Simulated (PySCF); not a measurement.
Working out the ionisation energy of O+

O+ [He] 2s2 2p3 (4S) → O(2+) [He] 2s2 2p2 (3P). Computed with PySCF 2.14 in dyall-acv3z, with the spin-free X2C one-electron Hamiltonian (Gaussian nucleus). Frozen: nothing; the 5 highest virtual orbitals dropped. Energies in hartree (1 hartree = 27.21139 eV):

```json
{"part": "UHF", "O+ (lower)": "-74.429697", "O(2+) (upper)": "-73.159328"}
{"part": "MP2 opposite-spin", "O+ (lower)": "-0.119695", "O(2+) (upper)": "-0.112458"}
{"part": "MP2 same-spin", "O+ (lower)": "-0.035663", "O(2+) (upper)": "-0.018564"}
```

**Question.** What does Hartree-Fock give?

**Answer.** (-73.159328) − (-74.429697) = 1.270369 hartree = 34.569 eV.

**Question.** What do MP2 and SCS-MP2 (6/5 opposite-spin, 1/3 same-spin) give?

**Answer.** The opposite-spin parts differ by 0.197 eV and the same-spin parts by 0.465 eV. MP2: 34.569 + (0.197) + (0.465) = 35.231 eV. SCS-MP2: 34.569 + 1.2 × (0.197) + (0.465)/3 = 34.960 eV.

A first-order spin-orbit estimate adds -0.027 eV to MP2 (valence and next inner shell), giving 35.204 eV against 35.121 eV (measured; NIST Atomic Spectra Database, ionization energies).

What remains against the reference includes basis incompleteness and correlation beyond second order.
